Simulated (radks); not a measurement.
Task: Spherical jellium clusters: N electrons in a uniform positive sphere of charge N and radius rs N^(1/3), rs = 3.45 bohr. Calculated with a radial shooting solver with Libxc functionals: non-relativistic Kohn-Sham, LDA (Slater exchange, Perdew-Wang correlation), spin-polarised, spherical densities. Levels are named by radial order and angular momentum (1s, 1p, 1d, 2s, ...), and open shells are averaged over m. Each electron was tried in the lowest free levels, single moves between levels near the top were tried too, and the lowest total energy was kept; such a search can miss a lower state. Give the order in which the levels fill up to N = 33, the shell closures and the spin along the way.

Result: Shells are first occupied in the order 1s, 1p, 1d, 2s, 1f. Open shells at each N (closed shells left out): 1: 1s(up 1, down 0); 2: none; 3: 1p(up 1, down 0); 4: 1p(up 2, down 0); 5: 1p(up 3, down 0); 6: 1p(up 3, down 1); 7: 1p(up 3, down 2); 8: none; 9: 1d(up 1, down 0); 10: 1d(up 2, down 0); 11: 1d(up 3, down 0); 12: 1d(up 4, down 0); 13: 1d(up 5, down 0); 14: 1d(up 5, down 1); 15: 1d(up 5, down 2); 16: 1d(up 5, down 3); 17: 1d(up 5, down 4); 18: none; 19: 2s(up 1, down 0); 20: none; 21: 1f(up 1, down 0); 22: 1f(up 2, down 0); 23: 1f(up 3, down 0); 24: 1f(up 4, down 0); 25: 1f(up 5, down 0); 26: 1f(up 6, down 0); 27: 1f(up 7, down 0); 28: 1f(up 7, down 1); 29: 1f(up 7, down 2); 30: 1f(up 7, down 3); 31: 1f(up 7, down 4); 32: 1f(up 7, down 5); 33: 1f(up 7, down 6). All shells are closed at N = 2, 8, 18, 20 (there: 1s2 1p6 1d10 2s2). Largest 2S: 7, at N = 27.
